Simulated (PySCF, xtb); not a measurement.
C₂H₄ClFSi₂, SMILES C#C[Si@H](F)[SiH2]Cl. Other conformers were not sampled.

Harmonic wavenumbers (cm⁻¹) from GFN2-xTB in xtb at its own minimum, in rising order: 3, 64, 100, 141, 173, 268, 292, 403, 405, 522, 583, 607, 650, 678, 689, 689, 708, 798, 805, 2203, 2216, 2237, 2266, 3354.

### Question
What does PBE0-D3(BJ)/def2-SVP (PySCF 2.14.0) give at its own minimum? (The exact figures need the calculation; the answer reports its results.)

### Answer
32, 65, 103, 157, 194, 325, 364, 418, 478, 558, 654, 689, 740, 768, 773, 814, 826, 906, 929, 2167, 2233, 2246, 2254, 3472. Paired by order, the mean absolute difference is 59 cm⁻¹ and the zero-point energies are 29.8 and 31.7 kcal/mol.
